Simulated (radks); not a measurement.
Neutral terbium inside a hard spherical wall (all orbitals vanish at R), configuration held at [Xe] 4f9 6s2 and not refilled when levels cross. All-electron calculation, scalar-relativistic Kohn-Sham, LDA (Slater exchange, VWN5 correlation), spin-unpolarised, spherical densities, finite nucleus; Fermi nuclear charge, rms radius 5.06 fm. Program: a radial shooting solver on a logarithmic mesh with Libxc functionals. Eigenvalues in eV, with the zero of energy where the potential of the charges vanishes at infinity; a dash marks a level that is unbound or too diffuse for the functional's potential to be trusted. A positive occupied level is held by the wall or, in an anion where self-interaction has pushed it up, behind a barrier. The pressure on the wall is -dE/dV.

| R (bohr) | E (hartree) | kinetic (hartree) | e(5s) | e(5p) | e(6s) | e(4f) | e(5d, empty) | e(6p, empty) | pressure (GPa) |
|---|---|---|---|---|---|---|---|---|---|
| free | -11700.3242 | 12587.837 | -47.623 | -24.956 | -3.850 | -3.247 | -1.464 | -1.219 | 0 |
| 12 | -11700.3238 | 12587.841 | -47.592 | -24.926 | -3.826 | -3.216 | -1.431 | -1.121 | 0.00544 |
| 10 | -11700.3217 | 12587.859 | -47.466 | -24.802 | -3.723 | -3.094 | -1.309 | -0.866 | 0.0556 |
| 8 | -11700.3076 | 12587.950 | -46.972 | -24.316 | -3.254 | -2.607 | -0.829 | 0.044 | 0.572 |
| 7 | -11700.2817 | 12588.083 | -46.391 | -23.751 | -2.593 | -2.031 | -0.241 | 1.191 | 1.90 |
| 6 | -11700.2149 | 12588.376 | -45.383 | -22.781 | -1.176 | -1.016 | 0.851 | 3.492 | 6.80 |
| 1.5 | -11628.7899 | 12810.415 | 117.61 | 163.65 | 497.12 | 139.34 | 235.17 | 549.65 | 200000 |
